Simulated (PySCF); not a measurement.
H4BCl3GeO4Si, SMILES OB(O)O[SiH2][O][Ge]([Cl])([Cl])[Cl] (PBE0/def2-SVP optimised geometry):

```
14

Ge     2.077    -1.882     0.000
Cl     1.368    -2.883     1.745
Cl     1.372    -2.892    -1.733
Cl     4.204    -1.882     0.000
O      1.557    -0.225     0.000
Si     0.210     0.618     0.507
O     -1.103    -0.331     0.155
B     -2.438    -0.154     0.374
O     -2.828     1.024     0.957
O     -3.272    -1.160    -0.006
H      0.301     0.855     1.971
H      0.193     1.882    -0.271
H     -3.770     1.132     1.104
H     -4.204    -1.006     0.160
```

Computed with PBE0/def2-TZVP in PySCF 2.14.0.

Problem. What are the frontier orbital energies and the dipole moment?

Solution. HOMO-2 -9.42 eV, HOMO-1 -9.28 eV, HOMO -8.88 eV, LUMO -1.63 eV, LUMO+1 -0.12 eV; dipole moment 4.45 D.

Meta-Löwdin charges at PBE0/def2-TZVP: Ge1 1.13, Cl2 -0.26, Cl3 -0.25, Cl4 -0.25, O5 -0.80, Si6 1.10, O7 -0.63, B8 0.58, O9 -0.55, O10 -0.53, H11 -0.12, H12 -0.11, H13 0.35, H14 0.35.
